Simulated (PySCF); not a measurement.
Species: C2H7BO2Si.
SMILES with atom numbers: `[BH2:1][C@H:2]1[CH2:3][O:4][SiH2:5][O:6]1` (hydrogens: H7, H8 on B1; H9 on C2; H10, H11 on C3; H12, H13 on Si5)

Method: PySCF 2.14.0, PBE0-D3(BJ)/def2-SVP geometry optimisation, gas phase.

Q: Give the optimised bond lengths and angles.

A: 
| bond | length (Å) | order |
| --- | --- | --- |
| B1–C2 | 1.554 | single |
| C2–C3 | 1.542 | single |
| C3–O4 | 1.413 | single |
| O4–Si5 | 1.678 | single |
| Si5–O6 | 1.676 | single |
| C2–O6 | 1.424 | single |
| B1–H7, B1–H8 | 1.208 | single |
| C2–H9 | 1.123 | single |
| C3–H10 | 1.101 | single |
| C3–H11 | 1.107 | single |
| Si5–H12 | 1.488 | single |
| Si5–H13 | 1.488 | single |

Bonds in one row agree within 0.01 Å and their mean is given. Orders are formal, as drawn. A selection of angles:
| angle | degrees |
| --- | --- |
| C2–B1–H7 | 121.7 |
| C2–B1–H8 | 117.7 |
| H7–B1–H8 | 120.4 |
| B1–C2–C3 | 117.1 |
| B1–C2–O6 | 116.0 |
| B1–C2–H9 | 100.4 |
| C3–C2–O6 | 106.9 |
| C3–C2–H9 | 106.9 |
| O6–C2–H9 | 108.9 |
| C2–C3–O4 | 107.4 |
| C2–C3–H10 | 111.1 |
| C2–C3–H11 | 110.8 |
| O4–C3–H10 | 109.9 |
| O4–C3–H11 | 109.7 |
| H10–C3–H11 | 107.8 |
| C3–O4–Si5 | 109.3 |
| O4–Si5–O6 | 96.9 |
| O4–Si5–H12 | 109.9 |
| O4–Si5–H13 | 114.3 |
| O6–Si5–H12 | 114.6 |
| O6–Si5–H13 | 110.1 |
| H12–Si5–H13 | 110.6 |
| C2–O6–Si5 | 109.2 |

Torsions: B1–C2–C3–O4 166° (antiperiplanar); C2–C3–O4–Si5 -26° (synperiplanar); C3–O4–Si5–O6 10° (synperiplanar); O4–Si5–O6–C2 11° (synperiplanar); B1–C2–O6–Si5 -159° (antiperiplanar).

B1 (three-coordinate boron) is planar (angles 121.7°, 120.4° and 117.7°, sum 359.9°, 0.03 Å off the plane of its three neighbours). The 5-membered ring C2–C3–O4–Si5–O6 has internal angles of 96.9° to 109.3° (sum 530°, against 540° for a flat polygon); it is puckered, 0.13 Å rms from its mean plane, widest ring torsion 34°. Si5 (oxygen-bound silicon) has angles from 96.9° to 114.6°. O4 (silyl ether oxygen) is bent (angle 109.3°).

Point group: C1 (no symmetry element, even within 0.4 Å). Whether it is a minimum is left open (no frequencies). The numbers are those of one conformer (H–B1–C2–C3 -138° and 46°, B1–C2–C3–O4 166°, C2–C3–O4–Si5 -26°, C3–O4–Si5–O6 10°, O4–Si5–O6–C2 11°).

The run took 75 s on one thread of an Arm Neoverse V1, no GPU, shared host with 64 logical CPUs at a one-minute load of 10, and the process peaked at 0.49 GiB of memory. That covers the optimisation of the geometry.
